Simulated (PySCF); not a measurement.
Geometry (Å), atoms numbered from 1 in this order:
```xyz
18

C     2.008    0.203   -0.851
C     1.469   -0.552    0.355
C     0.019   -0.996    0.228
N    -0.957    0.072    0.211
C    -2.266   -0.414   -0.165
Al   -0.761    1.791    0.676
H     3.077    0.432   -0.732
H     1.889   -0.388   -1.773
H     1.493    1.163   -1.010
H     1.592    0.056    1.269
H     2.077   -1.457    0.516
H    -0.083   -1.589   -0.706
H    -0.214   -1.705    1.049
H    -2.260   -0.863   -1.178
H    -2.633   -1.195    0.530
H    -3.006    0.401   -0.167
H    -2.069    2.681    0.534
H     0.620    2.367    1.203
```

Geometry: PBE0-D3(BJ)/def2-SVP; GIAO shifts from PySCF, gas phase, non-relativistic, averaged over equivalent atoms.

At PBE0/pcSseg-1 (169 basis functions, 22 s wall time on 1 thread of an Arm Neoverse V1, shared host):
```json
{"atoms": "C3", "δ (ppm)": "59.9"}
{"atoms": "C5", "δ (ppm)": "43.2"}
{"atoms": "C2", "δ (ppm)": "24.8"}
{"atoms": "C1", "δ (ppm)": "13.9"}
{"atoms": "N4", "δ (ppm)": "101.3"}
{"atoms": "Al6", "δ (ppm)": "128.1"}
{"atoms": "H17/H18", "δ (ppm)": "4.52"}
{"atoms": "H14/H15/H16", "δ (ppm)": "2.85"}
{"atoms": "H12/H13", "δ (ppm)": "2.76"}
{"atoms": "H10/H11", "δ (ppm)": "1.81"}
{"atoms": "H7/H8/H9", "δ (ppm)": "1.04"}
```

Referencing at the same level of theory: TMS for 13C (σref 184.41) and 1H (σref 31.27); NH3 for 15N (σref 265.67); 27Al (σref 489.28) vs AlH4-.

**Question.** Predict the values at KT3/pcSseg-1 on the same geometry.

**Answer.** 
| atoms | δ at KT3/pcSseg-1 | change |
| --- | --- | --- |
| C3 | 60.7 | +0.8 |
| C5 | 43.4 | +0.2 |
| C2 | 26.7 | +1.9 |
| C1 | 14.8 | +0.9 |
| N4 | 109.1 | +7.8 |
| Al6 | 116.3 | -11.8 |
| H17/H18 | 4.34 | -0.18 |
| H14/H15/H16 | 2.91 | +0.06 |
| H12/H13 | 2.92 | +0.16 |
| H10/H11 | 1.91 | +0.10 |
| H7/H8/H9 | 1.06 | +0.02 |

Scale: TMS for 13C (σref 182.31) and 1H (σref 31.32); NH3 for 15N (σref 262.01); AlH4- for 27Al (σref 502.40) (reference shieldings calculated alike).

The largest change is at Al6 (aluminium bonded to N, 2 H). Cost: 169 basis functions, 31 s wall time on 1 thread of an Arm Neoverse V1, shared host. The order of the carbon signals is the same at both levels.

Experimental scales use liquid or dissolved standards, which lie at an offset from isolated NH3 (liquid NH3: subtract about 20 ppm).
